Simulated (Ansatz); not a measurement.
`B[Si](O)(F)Cl` → `BF` + `O[Si]Cl` at 700 K and 1 bar (silylene formation by 1,1-elimination).

Isolated molecules relaxed with PBE0-D4/def2-TZVP in Ansatz; ΔE leaves out vibrations. CBS: MP2 limit from def2 TZ/QZ plus the TZ coupled-cluster correction, frozen cores. This one scheme is used for every species. Each species was taken in one conformer, which may not be the lowest.

```csv
species,CCSD(T)/CBS energy (Eh),H − E (kJ/mol),S (J/(mol·K))
`B[Si](O)(F)Cl`,-950.56525,177.9,459.7
`BF`,-125.82039,88.4,262.0
`O[Si]Cl`,-824.69782,79.3,333.7
```

H − E and S are ideal-gas, rigid-rotor, harmonic terms from PBE0-D4/def2-TZVP, for one conformer and one mirror image of each species. 1 Eh = 2625.50 kJ/mol, R = 8.31446 J/(mol·K).

Problem. By hand: ΔE, ΔH, ΔS and ΔG.

Solution. ΔE = (-125.82039) + (-824.69782) − (-950.56525) = 0.04704 Eh = 123.5 kJ/mol. Δ(H − E) = 88.4 + 79.3 − 177.9 = -10.2, so ΔH = 113.3 kJ/mol. ΔS = 262.0 + 333.7 − 459.7 = 136.0 J/(mol·K). ΔG = 113.3 − 700 × (136.0)/1000 = 18.1 kJ/mol.

Problem. By hand: the equilibrium constant, and the temperature at which ΔG would vanish if ΔH and ΔS stayed fixed.

Solution. log₁₀ K = −ΔG/(RT ln 10) = -1.4. ΔG = 0 at ΔH/ΔS = 833 K.

The number of gas molecules changes by +1, which sets the sign of ΔS. A doubt of 5 kJ/mol in ΔE shifts log₁₀ K by 0.4 here. Other conformers and mirror images would add mixing entropy, several J/(mol·K) or more a flexible species. These are equilibria of isolated gas molecules and say nothing of rates. Largest T1 diagnostic: 0.014 (customary marks: 0.02 for closed shells, 0.045 for open ones).
